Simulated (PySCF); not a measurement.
TiCl₃⁺ (singlet). Computed with PBE0/[Ti def2-TZVP, Cl def2-TZVP], no relativity, density fitting, PySCF.

Harmonic bands of its minimum:

| ω (cm⁻¹) | IR (km/mol, summed over degenerate members) | degeneracy |
| --- | --- | --- |
| 107 | 16.5 | 1 |
| 135 | 0.7 | 2 |
| 476 | 9.6 | 1 |
| 576 | 301 | 2 |

Question: The central atom is Ti. Infer the point group and assign the bands.

Answer: C3v. The modes span 2a1 + 2e: 107 a1, 135 e, 476 a1, 576 e. The computed geometry has Ti–Cl 2.103 Å (×3); Cl–Ti–Cl 111.8° (×3).

This need not be the most stable arrangement of these atoms.
